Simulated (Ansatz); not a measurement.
Geometry optimisation of the cluster Be₇.

```yaml
crystal:
  periodic: [false, false, false]
  atoms:
    - {symbol: Be, position_ang: [0.526160, 0.509960, -1.388390]}
    - {symbol: Be, position_ang: [0.158170, -1.202700, 0.173360]}
    - {symbol: Be, position_ang: [-1.076920, -0.618350, -1.412020]}
    - {symbol: Be, position_ang: [-0.831800, -0.093520, 1.673610]}
    - {symbol: Be, position_ang: [0.794590, 0.856250, 1.113650]}
    - {symbol: Be, position_ang: [-1.531080, 0.601950, 0.008640]}
    - {symbol: Be, position_ang: [1.960890, -0.053600, -0.168850]}
basis:
  gaussian: {orbitals: def2-TZVP}
hamiltonian: {xc: r2scan}
scf: {lower_state_search: "off"}
output: {orbitals: {seedname: orbitals}}
relax: {f_tol: 0.02, max_steps: 100}
```

```sh
$ ansatz run in.yaml --threads 4 --pin off --events-out ev --progress --plain --max-ram 3916MiB
```

It prints (some lines left out):

```
Functional definition: r2SCAN
mean field -2800.31930192 eV, -102.9098362209 hartree, gradient 8.0e-6 eV, S^2 0.000000; 0 other end points of the search recorded, 0 dependent functions left out
relax step   1: F+E_penalty+E_count = -2800.31930192 eV  Δ(F+E_penalty+E_count) = +0.000e0 eV  max|allowed force component| = 1.670e0 eV/Å  Δτ_max = 0.0000 Å  (24 SCF iters, accepted)
mean field -2801.04715874 eV, -102.9365844658 hartree, gradient 2.7e-6 eV, S^2 0.000000; 0 other end points of the search recorded, 0 dependent functions left out
relax step   2: F+E_penalty+E_count = -2801.04715874 eV  Δ(F+E_penalty+E_count) = -7.279e-1 eV  max|allowed force component| = 5.254e-1 eV/Å  Δτ_max = 0.1957 Å  (27 SCF iters, accepted)
mean field -2801.07386359 eV, -102.9375658510 hartree, gradient 3.8e-6 eV, S^2 0.000000; 0 other end points of the search recorded, 0 dependent functions left out
relax step   3: F+E_penalty+E_count = -2801.07386359 eV  Δ(F+E_penalty+E_count) = -2.670e-2 eV  max|allowed force component| = 7.083e-1 eV/Å  Δτ_max = 0.1378 Å  (25 SCF iters, accepted)
mean field -2801.11756533 eV, -102.9391718603 hartree, gradient 4.0e-6 eV, S^2 0.000000; 0 other end points of the search recorded, 0 dependent functions left out
relax step   4: F+E_penalty+E_count = -2801.11756533 eV  Δ(F+E_penalty+E_count) = -4.370e-2 eV  max|allowed force component| = 7.244e-2 eV/Å  Δτ_max = 0.0638 Å  (27 SCF iters, accepted)
mean field -2801.11963425 eV, -102.9392478917 hartree, gradient 3.8e-6 eV, S^2 0.000000; 0 other end points of the search recorded, 0 dependent functions left out
relax step   5: F+E_penalty+E_count = -2801.11963425 eV  Δ(F+E_penalty+E_count) = -2.069e-3 eV  max|allowed force component| = 9.674e-2 eV/Å  Δτ_max = 0.0370 Å  (27 SCF iters, accepted)
mean field -2801.12136014 eV, -102.9393113167 hartree, gradient 4.0e-6 eV, S^2 0.000000; 0 other end points of the search recorded, 0 dependent functions left out
relax step   6: F+E_penalty+E_count = -2801.12136014 eV  Δ(F+E_penalty+E_count) = -1.726e-3 eV  max|allowed force component| = 6.992e-3 eV/Å  Δτ_max = 0.0113 Å  (27 SCF iters, accepted)
Total energy: -2801.12137426 eV, -102.9393118358 hartree
Atom 0 at     0.491844     0.481780    -1.262570 Å, force     0.003855     0.004756    -0.005287 eV/Å
Atom 1 at     0.099493    -0.970948     0.143321 Å, force    -0.000671    -0.006992     0.003791 eV/Å
Atom 2 at    -1.127998    -0.636565    -1.597238 Å, force    -0.000323    -0.003185    -0.004307 eV/Å
Atom 3 at    -0.836892    -0.093061     1.875296 Å, force     0.001112    -0.000146     0.006693 eV/Å
Atom 4 at     0.677477     0.831135     0.959221 Å, force     0.000100    -0.001671     0.000788 eV/Å
Atom 5 at    -1.352317     0.487532     0.036906 Å, force    -0.005061     0.005565    -0.000959 eV/Å
Atom 6 at     2.048404    -0.099883    -0.154935 Å, force     0.000989     0.001673    -0.000718 eV/Å
Dipole moment:     0.022271    -0.215434     0.031620 e Å
Checks for a lower state left out: stability, starts, cluster_reference, orbital_swaps, neighbouring_geometries, increment
```

Run time 9.5 s (4 threads of Arm Neoverse V1 on a shared host).

The restricted singlet is unstable towards broken spin symmetry in Hartree–Fock (as tested in another run); at r2SCAN/def2-TZVP this wasn't settled. Another isomer (singlet) lies 0.51 eV lower at PBE0/def2-TZVP; other spin states weren't run for this one.
